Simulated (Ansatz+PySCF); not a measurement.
The numbers below are computed, except where a source is named.
**Several solutions for doublet TiN**

```xyz
2

Ti    0.0000    0.0000    0.0000
N     0.0000    0.0000    1.5820
```

Basis set: def2-SVP (spherical functions). Charge 0, multiplicity 2.

UHF was run from several starts with Ansatz (development build ahead of 0.2.0) and PySCF 2.14.0.

| run | program | start | converged | energy (hartree) | <S²> |
| --- | --- | --- | --- | --- | --- |
| A | PySCF | guess huckel, instabilities followed | yes | -902.56951 | 1.76 |
| B | Ansatz | search for the lowest state | yes | -902.58465 | 1.76 |
| C | PySCF | guess minao, instabilities followed | yes | -902.57405 | 1.76 |
| D | PySCF | program defaults | yes | -902.56457 | 0.81 |
| E | Ansatz | stability test followed | yes | -902.58465 | 1.76 |
| F | PySCF | guess atom, instabilities followed | yes | -902.57405 | 1.76 |
| G | Ansatz | atomic start, no search | yes | -902.58465 | 1.76 |

**Question.** Which runs reached the lowest solution of this kind, and what is wrong with the others?

**Answer.** B, E, G reached the lowest solution found. Converged but too high: A by 0.41 eV, C by 0.29 eV, D by 0.55 eV, F by 0.29 eV. Convergence only shows a stationary point, and even a stable one can lie too high; stability tests and further starts are what find lower ones. Caution: another spin multiplicity may lie lower. Caution: the unrestricted determinant is a mixture of spin states.
